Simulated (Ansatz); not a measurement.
ReO3Cl (ReClO₃): single points at one geometry.

```yaml
crystal:
  periodic: [false, false, false]
  atoms:
    - {symbol: Re, position_ang: [0.044149, 0.076130, 0.031694]}
    - {symbol: O, position_ang: [0.069425, 0.083485, 1.746738]}
    - {symbol: O, position_ang: [1.662082, 0.109446, -0.536865]}
    - {symbol: O, position_ang: [-0.751653, 1.496809, -0.507240]}
    - {symbol: Cl, position_ang: [-1.023994, -1.765870, -0.734318]}
basis:
  gaussian: {orbitals: def2-TZVP, initial_orbitals: start.molden}
hamiltonian: {xc: r2scan, dispersion: d4}
scf: {omitted_lower_state_checks: [starts]}
output: {forces: true, orbitals: {seedname: orbitals}}
```

The file start.molden holds the orbitals of an earlier run on this structure, at another level or in another basis.

```sh
$ ansatz run in.yaml --threads 4 --pin off --events-out ev --progress --plain --max-ram 3916MiB
```

It prints (some lines left out):

```
Functional definition: r2SCAN
1051 factors; their error is unknown
mean field evaluation 1: about -20799.5096 eV, gradient 8.0e0 eV
mean field evaluation 2: about -20799.5784 eV, gradient 8.5e-2 eV
mean field evaluation 4: about -20799.5709 eV, gradient 1.5e-4 eV
mean field evaluation 8: about -20799.5709 eV, gradient 2.6e-5 eV
mean field -20799.57094236 eV, -764.3701336763 hartree, gradient 2.6e-5 eV, S^2 0.000000; 0 other end points of the search recorded, 0 dependent functions left out
reference -20799.57095200 eV, -764.3701340306 hartree; 28, 28 occupied and 142, 142 virtual orbitals, 1051 factors
Total energy: -20799.60634753 eV, -764.3714347922 hartree
Atom 0 at     0.044149     0.076130     0.031694 Å, force     0.219224     0.378040     0.157642 eV/Å
Atom 1 at     0.069425     0.083485     1.746738 Å, force    -0.049215    -0.068426    -0.805432 eV/Å
Atom 2 at     1.662082     0.109446    -0.536865 Å, force    -0.771753    -0.080215     0.230798 eV/Å
Atom 3 at    -0.751653     1.496809    -0.507240 Å, force     0.323277    -0.709615     0.217359 eV/Å
Atom 4 at    -1.023994    -1.765870    -0.734318 Å, force     0.278468     0.480216     0.199633 eV/Å
Dipole moment:    -0.175001    -0.301789    -0.125460 e Å
Checks for a lower state left out: starts
```

It took 2.9 s on 4 threads of Intel Xeon Platinum 8259CL on a shared host.

First input, but with `gaussian: {orbitals: def2-TZVPD, initial_orbitals: start.molden}`, `hamiltonian: {xc: pbe0, dispersion: d4}`, `output: {orbitals: {seedname: orbitals}}` (abridged; 2.7 s):

```
Functional definition: PBE0
mean field -20790.40170602 eV, -764.0331704559 hartree, gradient 2.5e-5 eV, S^2 0.000000
Total energy: -20790.53866841 eV, -764.0382037310 hartree
Checks for a lower state left out: starts
```

As the first input, with `gaussian: {orbitals: def2-SVP, initial_orbitals: start.molden}`, `hamiltonian: {xc: pbe, dispersion: d4}`, `output: {orbitals: {seedname: orbitals}}` (abridged; 0.75 s):

```
Functional definition: PBE
mean field -20780.18343645 eV, -763.6576559753 hartree, gradient 2.0e-5 eV, S^2 0.000000
Total energy: -20780.34479282 eV, -763.6635857127 hartree
Checks for a lower state left out: starts
```

As the first input, with `gaussian: {orbitals: def2-TZVPD, initial_orbitals: start.molden}`, `hamiltonian: {xc: pbe, dispersion: d4}`, `output: {orbitals: {seedname: orbitals}}` (abridged; 1.9 s):

```
Functional definition: PBE
mean field -20792.67875314 eV, -764.1168503939 hartree, gradient 1.8e-5 eV, S^2 0.000000
Total energy: -20792.84012630 eV, -764.1227807484 hartree
Checks for a lower state left out: starts
```

First input, but with `hamiltonian: {xc: pbe}`, `correlation: {method: rpa}` and without the key `output` (abridged; 3 s):

```
Functional definition: PBE
mean field -20792.60310825 eV, -764.1140704957 hartree, gradient 3.1e-6 eV, S^2 0.000000
8 core orbitals not correlated: weight in the atoms' cores, before any rotation towards them, 1.000 or more for the frozen orbitals, at most 0.000 for the correlated occupied ones
Total energy: -20780.49104372 eV, -763.6689603340 hartree
Checks for a lower state left out: starts
```

First input, but with `correlation: {method: mp2}`, `output: {orbitals: {seedname: orbitals}}` and without the key `hamiltonian` (abridged; 1.9 s):

```
Functional definition: HF
mean field -20728.37726272 eV, -761.7538142064 hartree, gradient 2.4e-6 eV, S^2 0.000000
8 core orbitals not correlated: weight in the atoms' cores, before any rotation towards them, 1.000 or more for the frozen orbitals, at most 0.000 for the correlated occupied ones
second order -40.41727730 eV of doubles, -0.00000000 eV of singles
Total energy: -20768.79454002 eV, -763.2391217512 hartree
Checks for a lower state left out: starts
```

As the first input, with `hamiltonian: {xc: {name: CAM-B3LYP}, dispersion: d4}`, `output: {orbitals: {seedname: orbitals}}` (abridged; 2.1 s):

```
Functional definition: CAM-B3LYP
mean field -20797.95973287 eV, -764.3109228194 hartree, gradient 1.3e-5 eV, S^2 0.000000
Total energy: -20798.10172015 eV, -764.3161407558 hartree
Checks for a lower state left out: starts
```

Geometry: PBE-D4/def2-SVP.

In the def2 sets Re takes a core potential; there is no spin–orbit coupling. Correlated methods freeze 8 core orbitals; core or outer-core shells of Re are correlated, in sets that lack core-valence functions.
